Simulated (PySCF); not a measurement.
Cd(Br)(NH2) (BrCdH2N), SMILES [NH2][Cd][Br]. Geometry: PBE-D3(BJ)/def2-TZVP. The def2 effective core potentials stand for the cores of Cd; spin–orbit coupling is left out. Other conformers were not sampled.

Calculation: PySCF 2.14.0 with PBE-D3(BJ)/def2-TZVP.

Harmonic wavenumbers (cm⁻¹): 103, 103, 242, 531, 674, 822, 1511, 3372, 3465. Rotational constants (GHz): 254.9, 1.214, 1.212; symmetry number 1.

Question: Work out the zero-point energy and the ideal-gas rigid-rotor harmonic-oscillator thermochemistry at 298.15 K and 1 atm.

Answer: ZPE = ½ Σ hcν = ½ × 10823 cm⁻¹ = 64.74 kJ/mol. H − E(el) = 80.85 kJ/mol. Entropy in J/(mol K): translation 175.33, rotation 101.52, vibration 40.60, total 317.46. G − E(el) = -13.80 kJ/mol. Cp = 68.48 J/(mol K). Modes under 150 cm⁻¹ make the vibrational entropy uncertain.
